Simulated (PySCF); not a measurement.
Gas-phase reaction: WO₂(OH)₂ + HO₂ → WO₃ + 3 OH

Energies from PySCF, thermal terms from the rigid-rotor harmonic-oscillator model, ideal gas at 1 bar. † marks an energy on the PBE0/def2-TZVP geometry and frequencies; other levels use their own. MP2 and CCSD(T) freeze the core. Open shells (unrestricted): HO₂ (multiplicity 2), OH (multiplicity 2, electronic degeneracy 4); the rest are closed-shell singlets. Spin-orbit splitting is ignored; it lowers the true energy and changes the entropy of OH. W: scalar-relativistic def2 core potential, no spin-orbit coupling. No R ln 2 is added for the mirror-image form of WO₂(OH)₂. MP2 isn't extrapolated to the basis-set limit; its ΔH°(298 K) is 637.3 kJ in def2-SVP and 664.6 kJ in def2-TZVPP. CCSD(T) isn't extrapolated to the basis-set limit; its ΔH°(298 K) is 640.7 kJ in def2-SVP and 665.0 kJ in def2-TZVPP. The harmonic model lacks anharmonicity and excited electronic states, which grow with temperature; levels with a mode under 35 cm⁻¹ are left out. Warning, large T1 diagnostic: WO₂(OH)₂, WO₃ (CCSD(T)/def2-SVP†).

| level | ΔE electronic, kJ | ΔH°(298 K), kJ | ΔS°(298 K), J/K | ΔG°(600 K), kJ |
|---|---|---|---|---|
| BLYP/def2-TZVP† | 699 | 675 | 274 | 510 |
| CCSD(T)/def2-SVP† | 665 | 641 | 274 | 476 |
| MP2/def2-SVP† | 661 | 637 | 274 | 472 |
| PBE/def2-SVP | 776 | 754 | 267 | 594 |
| r2SCAN/def2-TZVP† | 710 | 686 | 274 | 521 |
ΔH° is lowest at MP2/def2-SVP† and highest at PBE/def2-SVP. No reference value is set beside these.
